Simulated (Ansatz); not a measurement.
The same groups moved round the core (azulene silyl). All species are isolated molecules in the gas phase. Strings in code marks are SMILES.

Quantity: electronic energy of isomers of C10H10Si relative to `[SiH3]c1ccc2cccccc1-2`, in kJ/mol. The restricted reference of `[SiH3]c1cc2cccccc-2c1`, `[SiH3]c1ccc2cccc-2cc1`, `[SiH3]c1ccc2cccccc1-2` and `[SiH3]c1cccc2cccc-2c1` is unstable towards unrestricted orbitals.

A: `[SiH3]c1cc2cccccc-2c1`
B: `[SiH3]c1ccc2cccc-2cc1`
C: `[SiH3]c1cccc2cccc-2c1`

**Question.** Rank these by electronic energy of isomers of C10H10Si relative to `[SiH3]c1ccc2cccccc1-2` (lowest first), as frozen-core CCSD(T)/cc-pVDZ // PBE0-D3(BJ)/def2-SVP (Ansatz, an electronic-structure program) gives it.

**Answer.** A (6.45 kJ/mol), C (16.58 kJ/mol), B (18.81 kJ/mol)
